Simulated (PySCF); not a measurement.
## Two-component Hartree-Fock for W⁴⁶⁺ (tungsten, charge +46)

Start: [Ar] 3d10. Calculated with PySCF 2.14 in an even-tempered Gaussian basis (18 s from 3.9 bohr⁻², ratio 2.6; 15 p from 5 bohr⁻², ratio 2.6; 10 d from 5 bohr⁻², ratio 2.6; 5 f from 5.1 bohr⁻², ratio 2.8): generalised Hartree-Fock with the X2C-1e Hamiltonian and a Gaussian nucleus; spin-orbit coupling (SO) screened by Boettger's factors.

```
spinor shell  electrons  ε, screened SO (eV)  weight of nominal j (screened SO)  rms radius, screened SO (bohr)
       1s1/2          2             -72253.1                              1.000                          0.0208
       2s1/2          2             -14515.6                              1.000                          0.0836
       2p1/2          2             -13972.9                              1.000                          0.0711
       2p3/2          4             -12607.8                              1.000                          0.0785
       3s1/2          2              -5059.0                              1.000                           0.210
       3p1/2          2              -4822.5                              1.000                           0.201
       3p3/2          4              -4508.4                              1.000                           0.215
       3d3/2          4              -4126.1                              1.000                           0.188
       3d5/2          6              -4057.7                              1.000                           0.192
```

```csv
quantity,screened SO
E (hartree),-14666.82072
M_J,0
⟨J²⟩,0.000
⟨L²⟩,0.061
⟨S²⟩,0.061
```

Breit and QED terms are absent; they matter most for the inner s and p1/2 levels.

Densities and radii are taken from the X2C orbitals without a picture-change correction, which distorts them close to the nucleus.
